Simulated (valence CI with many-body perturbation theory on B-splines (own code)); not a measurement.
E1 line list for W LXVII

Calculated by relativistic CI+MBPT: six valence electrons over a frozen Dirac-Fock core [He], radial functions for each j: 9 s, 9 p, 8 d, 6 f, 3 g, 1 h, with the one-electron correlation potential Σ1, the two-electron term Σ2, the three-electron term Σ3, Breit, model QED; selected CI, second order for the rest, scaled by the run's own slope (own B-spline code, finite nucleus).

No measured spectrum was set against this ion. As an estimate, large intervals hold to a few tenths of a per cent, small ones and those within an open d or f shell to about a per cent. Among the levels kept, up to 2300 cm⁻¹ of a level comes from second order outside the variational space, and about a tenth of that is noise between levels of different J, which matters for small intervals.

Lines 1 to 50 of 206 in falling wavelength, among levels below 780.46 Ry, chosen from the strongest by gf and those to the six lowest levels. Wavelengths and rates use the calculated energies. Electric multipoles are in the length gauge with retardation, E1 and E2 with the static RPA response of the core. Weak lines are less certain than strong ones. Lines between different terms over intervals too small for the method are left out, as are lines whose strength nearly cancels. The highest levels of a list are the least certain.

Levels are named by their leading jj configuration (3d3/2^4 stands for four electrons in 3d with j = 3/2), which in mixed levels can hold well under half, so a name can repeat and another be missing. Letters in brackets count levels of one name in rising energy.

| λ vac (Å) | Upper | Lower | A (s⁻¹) | S (a.u.) with core polarisation | S without |
| --- | --- | --- | --- | --- | --- |
| 139.9 | (2s 2p1/2^2 2p3/2^2 3p1/2) J=1 [b] | (2s 2p1/2^2 2p3/2^2 3s) J=0 | 1.88e+09 | 7.63e-03 | 7.63e-03 |
| 124.3 | (2s 2p1/2^2 2p3/2^2 3p1/2) J=2 [a] | (2s 2p1/2^2 2p3/2^2 3s) J=2 [a] | 1.92e+09 | 9.10e-03 | 9.10e-03 |
| 122.7 | (2s 2p1/2^2 2p3/2^2 3p1/2) J=3 | (2s 2p1/2^2 2p3/2^2 3s) J=2 [a] | 5.31e+09 | 3.39e-02 | 3.39e-02 |
| 121.0 | (2s^2 2p1/2 2p3/2^2 3p1/2) J=2 [a] | (2s^2 2p1/2 2p3/2^2 3s) J=3 | 1.77e+09 | 7.75e-03 | 7.75e-03 |
| 112.2 | (2s^2 2p1/2 2p3/2^2 3p1/2) J=3 | (2s^2 2p1/2 2p3/2^2 3s) J=2 [b] | 7.00e+09 | 3.41e-02 | 3.42e-02 |
| 110.0 | (2s 2p1/2^2 2p3/2^2 3p1/2) J=1 [a] | (2s 2p1/2^2 2p3/2^2 3s) J=2 [b] | 9.65e+09 | 1.90e-02 | 1.90e-02 |
| 108.8 | (2s^2 2p1/2 2p3/2^2 3p1/2) J=1 [b] | (2s^2 2p1/2 2p3/2^2 3s) J=1 [b] | 9.34e+09 | 1.78e-02 | 1.78e-02 |
| 108.5 | (2s^2 2p1/2^2 2p3/2 3p1/2) J=2 | (2s^2 2p1/2^2 2p3/2 3s) J=1 | 7.13e+09 | 2.25e-02 | 2.25e-02 |
| 108.0 | (2s^2 2p1/2 2p3/2^2 3p1/2) J=2 [a] | (2s^2 2p1/2 2p3/2^2 3s) J=1 [a] | 5.51e+09 | 1.71e-02 | 1.71e-02 |
| 107.9 | (2s 2p1/2^2 2p3/2^2 3p1/2) J=2 [b] | (2s 2p1/2^2 2p3/2^2 3s) J=2 [b] | 6.96e+09 | 2.16e-02 | 2.16e-02 |
| 105.6 | (2s^2 2p1/2 2p3/2^2 3p1/2) J=1 [b] | (2s^2 2p1/2 2p3/2^2 3s) J=0 | 5.20e+09 | 9.07e-03 | 9.07e-03 |
| 104.2 | (2s^2 2p1/2 2p3/2^2 3p1/2) J=1 [a] | (2s^2 2p1/2 2p3/2^2 3s) J=2 [a] | 1.32e+10 | 2.21e-02 | 2.21e-02 |
| 103.9 | (2s^2 2p1/2 2p3/2^2 3p1/2) J=3 | (2s^2 2p1/2 2p3/2^2 3s) J=3 | 7.26e+09 | 2.82e-02 | 2.82e-02 |
| 101.7 | (2s 2p1/2^2 2p3/2^2 3p1/2) J=2 [b] | (2s 2p1/2^2 2p3/2^2 3s) J=1 [b] | 8.62e+09 | 2.23e-02 | 2.24e-02 |
| 101.6 | (2s^2 2p1/2^2 2p3/2 3p1/2) J=1 | (2s^2 2p1/2^2 2p3/2 3s) J=2 | 1.46e+10 | 2.27e-02 | 2.27e-02 |
| 100.5 | (2s^2 2p1/2^2 2p3/2 3p1/2) J=2 | (2s^2 2p1/2^2 2p3/2 3s) J=2 | 9.54e+09 | 2.39e-02 | 2.39e-02 |
| 98.03 | (2s 2p1/2^2 2p3/2^2 3p1/2) J=1 [b] | (2s 2p1/2^2 2p3/2^2 3s) J=1 [a] | 1.21e+10 | 1.68e-02 | 1.68e-02 |
| 97.59 | (2s^2 2p1/2 2p3/2^2 3p1/2) J=2 [a] | (2s^2 2p1/2 2p3/2^2 3s) J=2 [a] | 8.32e+09 | 1.91e-02 | 1.91e-02 |
| 97.37 | (2s 2p1/2^2 2p3/2^2 3p1/2) J=0 | (2s 2p1/2^2 2p3/2^2 3s) J=1 [a] | 2.00e+10 | 9.11e-03 | 9.11e-03 |
| 95.93 | (2s^2 2p1/2^2 2p3/2 3d3/2) J=3 | (2s^2 2p1/2^2 2p3/2 3p3/2) J=3 | 3.13e+09 | 9.54e-03 | 9.54e-03 |
| 95.16 | (2s 2p1/2^2 2p3/2^2 3p1/2) J=2 [a] | (2s 2p1/2^2 2p3/2^2 3s) J=3 | 1.73e+10 | 3.67e-02 | 3.67e-02 |
| 94.20 | (2s 2p1/2^2 2p3/2^2 3p1/2) J=3 | (2s 2p1/2^2 2p3/2^2 3s) J=3 | 1.07e+10 | 3.10e-02 | 3.10e-02 |
| 82.39 | (2s^2 2p1/2 2p3/2^2 3p1/2) J=2 [b] | (2s^2 2p1/2 2p3/2^2 3s) J=2 [b] | 7.11e+09 | 9.81e-03 | 9.81e-03 |
| 77.82 | (2s^2 2p1/2 2p3/2^2 3p1/2) J=2 [b] | (2s^2 2p1/2 2p3/2^2 3s) J=3 | 2.53e+10 | 2.94e-02 | 2.94e-02 |
| 76.51 | (2s^2 2p1/2 2p3/2^2 3p1/2) J=0 | (2s^2 2p1/2 2p3/2^2 3s) J=1 [b] | 4.52e+10 | 9.98e-03 | 9.98e-03 |
| 72.24 | (2s^2 2p1/2 2p3/2^2 3p1/2) J=2 [b] | (2s^2 2p1/2 2p3/2^2 3s) J=1 [a] | 6.48e+09 | 6.03e-03 | 6.03e-03 |
| 67.44 | (2s^2 2p1/2 2p3/2^2 3p1/2) J=2 [b] | (2s^2 2p1/2 2p3/2^2 3s) J=2 [a] | 5.97e+09 | 4.51e-03 | 4.52e-03 |
| 60.32 | (2s^2 2p1/2^2 2p3/2 3d5/2) J=2 | (2s^2 2p1/2^2 2p3/2 3p3/2) J=2 | 2.81e+10 | 1.52e-02 | 1.52e-02 |
| 59.65 | (2s^2 2p1/2^2 2p3/2 3d5/2) J=1 | (2s^2 2p1/2^2 2p3/2 3p3/2) J=0 | 4.13e+10 | 1.30e-02 | 1.30e-02 |
| 56.00 | (2s^2 2p1/2^2 2p3/2 3d5/2) J=3 | (2s^2 2p1/2^2 2p3/2 3p3/2) J=2 | 8.12e+10 | 4.93e-02 | 4.93e-02 |
| 55.55 | (2s^2 2p1/2^2 2p3/2 3d5/2) J=4 | (2s^2 2p1/2^2 2p3/2 3p3/2) J=3 | 1.00e+11 | 7.65e-02 | 7.65e-02 |
| 52.88 | (2s^2 2p1/2^2 2p3/2 3d5/2) J=2 | (2s^2 2p1/2^2 2p3/2 3p3/2) J=1 | 7.09e+10 | 2.59e-02 | 2.59e-02 |
| 49.43 | (2s^2 2p1/2^2 2p3/2 3d5/2) J=3 | (2s^2 2p1/2^2 2p3/2 3p3/2) J=3 | 2.34e+10 | 9.77e-03 | 9.77e-03 |
| 47.12 | (2s^2 2p1/2^2 2p3/2 3d5/2) J=1 | (2s^2 2p1/2^2 2p3/2 3p3/2) J=1 | 7.50e+10 | 1.16e-02 | 1.16e-02 |
| 38.34 | (2s 2p1/2^2 2p3/2^2 3s) J=3 | (2s^2 2p1/2 2p3/2^2 3s) J=3 | 1.15e+10 | 2.24e-03 | 2.25e-03 |
| 36.93 | (2s 2p1/2^2 2p3/2^2 3p1/2) J=3 | (2s^2 2p1/2 2p3/2^2 3p1/2) J=3 | 1.47e+10 | 2.56e-03 | 2.56e-03 |
| 35.31 | (2s 2p1/2^2 2p3/2^2 3p1/2) J=2 [a] | (2s^2 2p1/2 2p3/2^2 3p1/2) J=2 [a] | 1.93e+10 | 2.10e-03 | 2.10e-03 |
| 35.17 | (2s 2p1/2^2 2p3/2^2 3p1/2) J=3 | (2s^2 2p1/2 2p3/2^2 3p1/2) J=2 [a] | 1.36e+10 | 2.04e-03 | 2.04e-03 |
| 34.51 | (2s 2p1/2^2 2p3/2^2 3p1/2) J=2 [a] | (2s^2 2p1/2 2p3/2^2 3p1/2) J=1 [a] | 3.09e+10 | 3.14e-03 | 3.14e-03 |
| 33.85 | (2s 2p1/2^2 2p3/2^2 3s) J=2 [a] | (2s^2 2p1/2 2p3/2^2 3s) J=1 [a] | 1.76e+10 | 1.69e-03 | 1.69e-03 |
| 31.91 | (2s 2p1/2^2 2p3/2^3) J=2 | (2s^2 2p1/2 2p3/2^3) J=2 | 4.01e+10 | 3.22e-03 | 3.22e-03 |
| 31.81 | (2s 2p1/2^2 2p3/2^2 3p1/2) J=0 | (2s^2 2p1/2 2p3/2^2 3p1/2) J=1 [b] | 1.03e+11 | 1.64e-03 | 1.64e-03 |
| 30.44 | (2s 2p1/2^2 2p3/2^3) J=2 | (2s^2 2p1/2 2p3/2^3) J=1 | 4.84e+10 | 3.37e-03 | 3.37e-03 |
| 30.00 | (2s 2p1/2 2p3/2^4) J=1 | (2s^2 2p3/2^4) J=0 | 5.71e+10 | 2.28e-03 | 2.29e-03 |
| 28.02 | (2s 2p1/2^2 2p3/2^2 3p1/2) J=2 [b] | (2s^2 2p1/2 2p3/2^2 3p1/2) J=3 | 7.30e+10 | 3.96e-03 | 3.97e-03 |
| 27.74 | (2s 2p1/2^2 2p3/2^2 3s) J=2 [b] | (2s^2 2p1/2 2p3/2^2 3s) J=3 | 4.29e+10 | 2.26e-03 | 2.27e-03 |
| 26.23 | (2s 2p1/2^2 2p3/2^3) J=1 | (2s^2 2p1/2 2p3/2^3) J=2 | 1.16e+11 | 3.10e-03 | 3.11e-03 |
| 25.86 | (2p1/2^2 2p3/2^4) J=0 | (2s 2p1/2 2p3/2^4) J=1 | 4.04e+11 | 3.45e-03 | 3.45e-03 |
| 25.29 | (2s^2 2p1/2 2p3/2^2 3p3/2) J=3 [a] | (2s^2 2p1/2 2p3/2^2 3s) J=2 [b] | 2.51e+10 | 1.40e-03 | 1.40e-03 |
| 25.23 | (2s 2p1/2^2 2p3/2^3) J=1 | (2s^2 2p1/2 2p3/2^3) J=1 | 3.21e+10 | 7.62e-04 | 7.64e-04 |
